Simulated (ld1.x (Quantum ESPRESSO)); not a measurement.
**Configuration tests for zirconium (Zr) (TM)**

```json
{"Element": "zirconium", "Generator": "ld1.x (Quantum ESPRESSO) 7.5", "Type": "norm-conserving Troullier–Martins (Kleinman–Bylander form)", "Functional": "PW91", "Relativity": "fully relativistic", "Frozen core": "[Kr]", "Valence charge": "4", "Reference configuration": "4d2 5s2 5p0", "Partial waves": "5s (bound): rc 3.10 bohr; 5p (bound, empty): rc 4.10 bohr; 4d (bound): rc 2.40 bohr", "Local potential": "all-electron potential smoothed inside 2.30 bohr (lloc = -1)", "Core correction": "a·sin(br)/r model core, default radius (core density twice the valence density)"}
```

Open shells are filled in proportion to 2j + 1 (rel_dist='average').

Energies are relative to the spin-unpolarised reference configuration 4d2 5s2 5p0; without spin polarisation the order of configurations can differ from experiment. The frozen-core shift is the all-electron ΔE with the core orbitals held at their reference shape minus the fully relaxed ΔE.

```csv
valence configuration,charge,ΔE all-electron (eV),error AE − PS (meV),frozen-core shift (meV)
4d2 5s1 5p0,+1,7.190,-5.4,+2.0
4d2 5s0 5p0,+2,20.168,-35,+22
4d1 5s0 5p0,+3,42.852,-218,+377
4d3 5s1 5p0,0,1.199,-62,+36
4d2.5 5s1.5 5p0,0,0.516,-18,+11
4d2 5s1 5p1,0,3.059,-1.9,+1.2
```

Q: What are ΔE and the potential's error for 4d3 5s0 5p0?

A: ΔE = 7.566 eV all-electron; the error (AE − PS) is -119 meV.

Levels in the configuration 4d2 5s1 5p0:

```json
{"level": "4d j=3/2", "all-electron (eV)": "-10.122", "pseudo (eV)": "-10.106"}
{"level": "4d j=5/2", "all-electron (eV)": "-9.980", "pseudo (eV)": "-9.965"}
{"level": "5s j=1/2", "all-electron (eV)": "-9.997", "pseudo (eV)": "-10.010"}
```

These tests converged, but a pseudo level misses the all-electron one widely, so the file describes the atom poorly there or has found another state: 4d1 5s0 5p0: empty 5p by 3.9 eV (a node warning on the way).

Note: ghost state, extra bound levels that the all-electron valence spectrum of the same l lacks: s at -24.1 eV. A true bound ghost makes a file unfit for plane-wave use.
